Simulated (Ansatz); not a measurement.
Two isomers of C2H7BO2: A = `OBCCO`, B = `CCB(O)O`.

Computed with Ansatz on PBE0-D4/def2-TZVP structures; ΔE is electronic, products minus reactants. CBS: MP2 limit from def2 TZ/QZ plus the TZ coupled-cluster correction, frozen cores. DFT in def2-TZVPP. Each species was taken in one conformer, which may not be the lowest.

Problem. Which is lower in electronic energy at CCSD(T)/CBS, and by how much? (An estimate is asked.)

Solution. The calculation gave: B, by 52.3 kcal/mol.

Problem. Give E(B) − E(A) in kcal/mol with HF/def2-TZVPP, CCSD(T)/def2-TZVPP, CCSD/def2-TZVPP, B2PLYP, ωB97M-V, PBE-D4, PBE0-D4. (An estimate is asked.)

Solution. Ansatz gave: HF/def2-TZVPP -51.9, CCSD(T)/def2-TZVPP -52.3, CCSD/def2-TZVPP -52.4, B2PLYP -52.2, ωB97M-V -52.2, PBE-D4 -50.8, PBE0-D4 -51.8. None reverses the order clearly.

Largest T1 diagnostic: 0.012.

From PBE to PBE0 (25 % exact exchange), in def2-TZVPP and without D4, E(B) − E(A) moves by −1.1 kcal/mol.
